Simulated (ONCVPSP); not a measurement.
# Transferability test, ONCV potential for Te

```
Element                 : tellurium
Generator               : ONCVPSP 4.0.1
Type                    : optimised norm-conserving Vanderbilt (ONCV)
Functional              : LDA (Perdew-Wang 92)
Relativity              : scalar-relativistic
Frozen core             : [Ar] 3d10
Valence charge          : 24
Reference configuration : 4s2 4p6 4d10 5s1.75 5p4.25
Partial waves           : 4s+5s: rc 1.25 bohr, ncon 3, nbas 7, qcut 12.7 1/bohr, 2 projectors; 4p+5p: rc 1.20 bohr, ncon 4, nbas 7, qcut 14.7 1/bohr, 2 projectors; 4d: rc 1.50 bohr, ncon 5, nbas 8, qcut 12.8 1/bohr, 2 projectors, debl 2.2 Ha
Local potential         : polynomial inside 1.10 bohr (lpopt 5, dvloc0 6 Ha)
Core correction         : polynomial model core, fcfact 0.3
```

Energies are relative to the spin-unpolarised reference configuration 4s2 4p6 4d10 5s1.75 5p4.25; without spin polarisation the order of configurations can differ from experiment.

| valence configuration | charge | ΔE all-electron (eV) | error AE − PS (meV) |
| --- | --- | --- | --- |
| 4s2 4p6 4d10 5s2 5p4 | 0 | -2.318 | +0.1 |
| 4s2 4p6 4d10 5s2 5p3 | +1 | 7.591 | -1.8 |
| 4s2 4p5 4d10 5s2 5p4 | +1 | 120.393 | -92 |

Question: What are ΔE and the potential's error for 4s2 4p6 4d10 5s2 5p2?

Answer: ΔE = 25.760 eV all-electron; the error (AE − PS) is -5.7 meV.
